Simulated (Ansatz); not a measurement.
TiBr4. Total charge 0; singlet. Geometry PBE0-D4/def2-SVP; atoms count from 1.

Cartesian coordinates in Å:
```
Ti 0.000 0.000 0.000
Br -0.828 0.391 -2.117
Br 1.585 -1.673 -0.091
Br -1.722 -0.647 1.392
Br 0.965 1.930 0.816
```

Question: Estimate the Mulliken populations from the PBE0/def2-TZVP orbitals of Ansatz.

Answer: 
```tsv
atom	charge (e)	d electrons
Ti1	0.95	2.34
Br2	-0.24	–
Br3	-0.24	–
Br4	-0.24	–
Br5	-0.24	–
```
Mulliken values depend strongly on the basis.

Question: And the Mayer bond orders between heavy atoms (over 0.3)?

Answer: Ti1–Br2 1.23 (2.31 Å); Ti1–Br3 1.23 (2.31 Å); Ti1–Br4 1.23 (2.31 Å); Ti1–Br5 1.23 (2.31 Å).
